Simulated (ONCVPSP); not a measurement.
## Rh, ONCV: configuration errors across variants

* Element: rhodium (Rh)
* Generator: ONCVPSP 4.0.1
* Type: optimised norm-conserving Vanderbilt (ONCV)
* Functional: LDA (Perdew-Wang 92)
* Relativity: fully relativistic
* Frozen core: [Kr]
* Valence charge: 9
* Reference configuration: 4d8 5s0.5 5p0.5
* Partial waves: 5s: rc 2.85 bohr, ncon 5, nbas 9, qcut 2.8 1/bohr, 2 projectors, debl 2.1 Ha; 5p: rc 3.25 bohr, ncon 3, nbas 6, qcut 2.1 1/bohr, 1 projector; 4d: rc 2.20 bohr, ncon 3, nbas 8, qcut 5.8 1/bohr, 3 projectors, debl 3.5 Ha
* Local potential: polynomial inside 2.10 bohr (lpopt 3, dvloc0 1 Ha)
* Core correction: Teter function fitted to the true core (icmod 2), fcfact 0.2

Open shells are filled in proportion to 2j + 1.

All-electron excitation energies from the reference (eV): (1) 4d8 5s1 5p0 -1.830; (2) 4d8 5s0 5p0 5.955; (3) 4d8 5s0.5 5p0 1.245.

A true bound ghost makes a file unfit for plane-wave use even where its test errors are small: the radial tests pick states by their node count and pass the ghost by.

Errors AE − PS in meV (a dash: test not solved or not reliable):

```tsv
change	(1)	(2)	(3)	bound ghosts	GHOST(+) flags above zero
base	+0.4	-1.8	-0.1	none	s
local potential polynomial inside 2.10 bohr (lpopt 3, dvloc0 -2 Ha)	+0.5	-1.7	-0.1	none	s, p3/2, p1/2
local potential polynomial inside 2.10 bohr (lpopt 3, dvloc0 -1 Ha)	+0.4	-1.8	-0.1	none	s
local potential polynomial inside 2.10 bohr (lpopt 3, dvloc0 3 Ha)	+0.4	-1.8	-0.1	none	none
local potential polynomial inside 2.10 bohr (lpopt 3, dvloc0 4.5 Ha)	+0.4	-1.8	-0.1	none	none
local potential polynomial inside 2.10 bohr (lpopt 3, dvloc0 8 Ha)	+0.4	-1.8	-0.1	p3/2, p1/2	none
local potential polynomial inside 2.10 bohr (lpopt 3, dvloc0 9.5 Ha)	+0.4	-1.8	-0.1	p3/2, p1/2	p1/2
```

Q: Give the same row for: local potential polynomial inside 2.10 bohr (lpopt 3, dvloc0 5.5 Ha).

A: +0.4, -1.9, -0.1; bound ghosts: s; GHOST(+) flags above zero: p3/2, p1/2.
